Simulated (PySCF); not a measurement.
From one molecule to another.

First species: C5H18Si3.
SMILES: `C[SiH2][C@H]([SiH3])[SiH2]C(C)C`

Second species: C5H18Si3.
SMILES: `CC[C@@H](C[SiH3])[SiH2]C[SiH3]`

Levels: PBE0/pcSseg-1 for dipole moment, HOMO energy, LUMO energy and HOMO–LUMO gap; GFN2-xTB for rotational constant A and rotational constant C. Geometries: GFN2-xTB. All species are isolated and taken at one optimised geometry, non-relativistic unless stated. Electronic properties by PySCF.

Dipoles, sizes and rotational constants follow the conformer. The torsions of the flexible species, by atom-mapped SMILES:
- `[CH3:1][SiH2:2][C@H:3]([SiH3:4])[SiH2:5][CH:6]([CH3:7])[CH3:8]`: C1–Si2–C3–Si4 -173°, Si2–C3–Si5–C6 177°, C3–Si5–C6–C7 -178°
- `[CH3:1][CH2:2][C@@H:3]([CH2:4][SiH3:5])[SiH2:6][CH2:7][SiH3:8]`: C1–C2–C3–C4 170°, C2–C3–C4–Si5 56°, C2–C3–Si6–C7 99°, C3–Si6–C7–Si8 -174°

Values for the first species:

- Dipole moment: 0.97 D
- HOMO energy: -7.85 eV
- LUMO energy: 0.53 eV
- HOMO–LUMO gap: 8.38 eV
- Rotational constant A: 1.495 GHz
- Rotational constant C: 0.522 GHz

**Question.** Estimate the same properties for the second species, and the change in each.

**Answer.** 
```tsv
property	first	second	second less first
dipole moment	0.97 D	1.52 D	+0.55 D
HOMO energy	-7.85 eV	-7.88 eV	-0.03 eV
LUMO energy	0.53 eV	0.50 eV	-0.03 eV
HOMO–LUMO gap	8.38 eV	8.38 eV	0.00 eV
rotational constant A	1.495 GHz	1.739 GHz	+0.244 GHz
rotational constant C	0.522 GHz	0.435 GHz	-0.087 GHz
```

On the first: A dipole of 0.97 D is allowed in C1, and pure rotational transitions are dipole-allowed. The dipole equals about 3.2 × 10⁻³⁰ C·m (1 D = 3.33564 × 10⁻³⁰ C·m).

On the second: A dipole of 1.52 D is allowed in C1, and pure rotational transitions are dipole-allowed. In atomic units the dipole is 0.60 e·bohr (1 au = 2.5417 D).
